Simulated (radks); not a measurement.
Coulomb parameter of the 3d shell of neutral titanium in the model configuration [Ar] 3d3 4s1, as a second difference U = [E(n + 0.25) + E(n - 0.25) - 2 E(n)] / (0.25)^2 with all orbitals relaxed. "Bare": the charge of the atom changes with n. "Screened": the 4s shell takes up the change at fixed total charge, which measures U(3d,3d) + U(4s,4s) - 2 U(3d,4s). All-electron calculation, scalar-relativistic Kohn-Sham, BLYP, spin-unpolarised, spherical densities, finite nucleus; Fermi nuclear charge, rms radius 3.5921 fm. Program: a radial shooting solver on a logarithmic mesh with Libxc functionals.

case,configuration,E - E(n) (eV)
start,[Ar] 3d3 4s1,0.000
bare +0.25,[Ar] 3d3.25 4s1,-0.258
bare -0.25,[Ar] 3d2.75 4s1,0.689
screened +0.25,[Ar] 3d3.25 4s0.75,0.489
screened -0.25,[Ar] 3d2.75 4s1.25,-0.422

U(bare) = 6.881 eV, U(screened by 4s) = 1.075 eV, against the Slater integral F0(3d,3d) = 13.617 eV with frozen orbitals. The step up makes a negative ion, whose loosely bound charge lowers the bare value.
